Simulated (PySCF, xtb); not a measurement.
C2H10N2OSi, SMILES C[C@@H](N)[Si@H](N)O.

GFN2-xTB (xtb) at its own geometry gives an orbital gap of 6.12 eV and a dipole moment of 2.27 D.

Geometry optimised at r2SCAN-D4/def2-SVP. The structure was generated by enumeration; whether it is a known compound was not checked. The values are those of a single conformer.

Problem. What does PBE/def2-TZVP run with PySCF give? (Estimate from the structure and the level; the computed values follow.)

Solution. gap 5.40 eV (levels -5.81 and -0.41 eV), dipole 2.69 D.
